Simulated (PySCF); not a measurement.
Structure problem from calculated spectra and properties.

Formula: C6H14N2.

* Valence photoelectron: vertical ionisation energy: 7.53 eV [ΔSCF B3LYP/def2-SVPD]
* Triplet: lowest triplet excitation (Tamm–Dancoff): 4.03 eV [TDA B3LYP/def2-SVPD]
* NMR, other nuclei: isotropic shieldings of nuclei other than C and H, by class: 148 (1 N), 164 (1 N) ppm [GIAO PBE0/pcSseg-1]
* Polarisability: 96.7 au [B3LYP/def2-SVPD]
* Dipole: 1.99 D [B3LYP/def2-SVPD]
* UV, first state: lowest singlet excitation: 5.02 eV (247 nm, f = 0.014) [TDDFT B3LYP/def2-SVPD]
* Rotational structure: rotational constants A, B, C: 2.800, 1.452, 1.254 GHz [PBE0-D3(BJ)/def2-SVP]
* 13C NMR: chemical shifts (computed TMS as zero) by class: 152.2 (1 C), 81.9 (1 C), 48.1 (1 C), 40.2 (1 C), 23.2 (1 C), 14.5 (1 C) ppm [GIAO PBE0/pcSseg-1]
* UV, strongest line: among the 10 lowest singlet transitions: S6 at 6.07 eV (204 nm, f = 0.278) [TDDFT B3LYP/def2-SVPD]

The electronic properties come from PySCF, for the isolated species, density fitting. Levels stand in brackets. One conformer (not necessarily the lowest) at the PBE0-D3(BJ)/def2-SVP geometry, without solvent, vibrations or thermal averaging. Each NMR value is the plain mean over a class of atoms that symmetry, rotation or inversion makes alike.

**Question.** What is the compound? Reason from the data.

**Answer.** Numbering: `[CH2:1]=[CH:2][N:3]([CH3:4])[N:5]([CH3:6])[CH2:7][CH3:8]`. Its formula, C6H14N2, gives 1 degree of unsaturation: 0 rings and 1 π bond in the structure found. 6 carbons fall into 6 classes; from least to most shielded: vinylic carbon bearing nitrogen [C2] (152.2 ppm), terminal =CH2 carbon [C1] (81.9 ppm), sp3 carbon bound to nitrogen [C7] (48.1 ppm), N-methyl carbon [C6] (40.2 ppm), N-methyl carbon [C4] (23.2 ppm), methyl carbon [C8] (14.5 ppm). The other shieldings belong to: 148 ppm, hydrazine nitrogen [N3]; 164 ppm, hydrazine nitrogen [N5]. The first electron is taken from the HOMO, whose largest Löwdin shares are 0.31 on the terminal =CH2 carbon, 0.30 on a hydrazine nitrogen, 0.15 on the vinylic carbon bearing nitrogen and 0.04 on a hydrazine nitrogen. The optimised geometry has point group C1 and is an asymmetric top. Structure: `C=CN(C)N(C)CC`. Computed isomers that give other values at the same levels: `C/N=C\CCCNC` (rotational constant A: 8.578 GHz; this holds for the one conformer computed); `NCCCNC1CC1` (rotational constant A: 4.691 GHz; this holds for the one conformer computed); `C/C=C(\CN)CCN` (13C chemical shifts (computed TMS as zero) by class: 147.6 (1 C), 139.7 (1 C), 50.4 (1 C), 49.5 (1 C), 48.6 (1 C), 16.7 (1 C) ppm). The assignments are read from this structure; whether some other isomer fits the data as well wasn't checked.

The values belong to the conformer `[CH2:1]=[CH:2][N:3]([CH3:4])[N:5]([CH3:6])[CH2:7][CH3:8]`: C1–C2–N3–C4 -6°, C2–N3–N5–C6 95°, N3–N5–C7–C8 56°.
